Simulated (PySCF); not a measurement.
## Cost of excited-state runs on `C([Se]C(CC)=C=O)#N`, C$_{5}$H$_{5}$NOSe

Geometry:
```json
{"atom": "C1", "x (Å)": "-0.473", "y (Å)": "-1.426", "z (Å)": "0.299"}
{"atom": "C2", "x (Å)": "-1.012", "y (Å)": "-0.308", "z (Å)": "-0.587"}
{"atom": "C3", "x (Å)": "-0.219", "y (Å)": "0.959", "z (Å)": "-0.435"}
{"atom": "C4", "x (Å)": "-0.543", "y (Å)": "2.068", "z (Å)": "0.157"}
{"atom": "O5", "x (Å)": "-0.775", "y (Å)": "3.093", "z (Å)": "0.651"}
{"atom": "Se6", "x (Å)": "1.580", "y (Å)": "1.078", "z (Å)": "-1.166"}
{"atom": "C7", "x (Å)": "2.462", "y (Å)": "0.396", "z (Å)": "0.283"}
{"atom": "N8", "x (Å)": "3.015", "y (Å)": "-0.031", "z (Å)": "1.193"}
{"atom": "H9", "x (Å)": "-0.517", "y (Å)": "-1.140", "z (Å)": "1.347"}
{"atom": "H10", "x (Å)": "-1.059", "y (Å)": "-2.330", "z (Å)": "0.157"}
{"atom": "H11", "x (Å)": "0.564", "y (Å)": "-1.642", "z (Å)": "0.048"}
{"atom": "H12", "x (Å)": "-2.052", "y (Å)": "-0.093", "z (Å)": "-0.332"}
{"atom": "H13", "x (Å)": "-0.975", "y (Å)": "-0.624", "z (Å)": "-1.634"}
```

PySCF with density fitting, on 1 thread of an Intel Xeon Platinum 8375C, shared host. Command: `OMP_NUM_THREADS=1 python excited_run.py task.json out`

Q: How long does each of these runs take, and how much memory?
- magnetisability and related constants, B3LYP/6-31G*; SCF tolerance 1e-08 Eh
- magnetisability and related constants, CAM-B3LYP/pcSseg-1; isotopologues

A: 
| run | level | basis functions | wall time | peak memory (GiB) |
| --- | --- | --- | --- | --- |
| magnetisability and related constants | B3LYP/6-31G* | 140 | 24 s | 0.78 |
| magnetisability and related constants | CAM-B3LYP/pcSseg-1 | 185 | 47 s | 1.1 |

Times from a shared host are rough.
